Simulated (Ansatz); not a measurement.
C2H5ClOSi can be A, `Cl[SiH]1CCO1`, or B, `O/C(Cl)=C/[SiH3]`.

Computed with Ansatz on PBE0-D4/def2-TZVP structures; ΔE is electronic, products minus reactants. CCSD(T)/CBS is the MP2 limit (def2-TZVPP, def2-QZVPP) plus CCSD(T) − MP2 in def2-TZVPP, frozen cores. DFT in def2-TZVPP. Each species was taken in one conformer, which may not be the lowest.

Q: Which is lower in electronic energy at CCSD(T)/CBS, and by how much? (Best estimate.)

A: The calculation gave: A, by 268.2 kJ/mol.

Q: Give E(B) − E(A) in kJ/mol with PBE0-D4, MP2/def2-TZVPP, HF/def2-TZVPP, CCSD(T)/def2-TZVPP, r2SCAN-D4, ωB97M-V, CCSD/def2-TZVPP. (Estimate.)

A: Ansatz gave: PBE0-D4 263.8, MP2/def2-TZVPP 274.8, HF/def2-TZVPP 274.0, CCSD(T)/def2-TZVPP 265.0, r2SCAN-D4 259.3, ωB97M-V 268.9, CCSD/def2-TZVPP 271.2. None reverses the order clearly.

Largest T1 diagnostic: 0.012.

From PBE to PBE0 (25 % exact exchange), in def2-TZVPP and without D4, E(B) − E(A) moves by +18.7 kJ/mol.
